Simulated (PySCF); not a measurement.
**Dipole response of Re²⁺ (rhenium, charge +2)**

[Xe] 4f14 5d5, high-spin 6S determinant. All numbers are calculated (PySCF 2.14, scalar relativity through the core potential, in aug-cc-pVQZ-PP with ECP60MDF (7s7p6d4f3g2h, 135 functions)). Coupled (time-dependent) response in atomic units; α is the mean over directions.

| method | mean α (bohr³) | C₆ (like pair) | S(−4) |
| --- | --- | --- | --- |
| PBE0 | 11.86 | 73.17 | 47.80 |

S(−4) is the Cauchy moment in α(ω) = α(0) + S(−4) ω² + …

α(iu) at PBE0:

| u (hartree) | α(iu) (bohr³) |
| --- | --- |
| 0 | 11.86 |
| 0.0500 | 11.75 |
| 0.100 | 11.42 |
| 0.200 | 10.37 |
| 0.300 | 9.175 |
| 0.500 | 7.163 |
| 0.750 | 5.428 |
| 1.00 | 4.251 |
| 1.50 | 2.797 |
| 2.00 | 1.965 |
| 3.00 | 1.103 |
| 5.00 | 0.4740 |

For an ion, C₆ is the dispersion term alone; charge-induced terms of lower order in 1/R come first.

Energies and moments cover only the electrons outside the core potential. Spin-orbit coupling, which splits the p, d and f shells strongly at this Z, is absent.
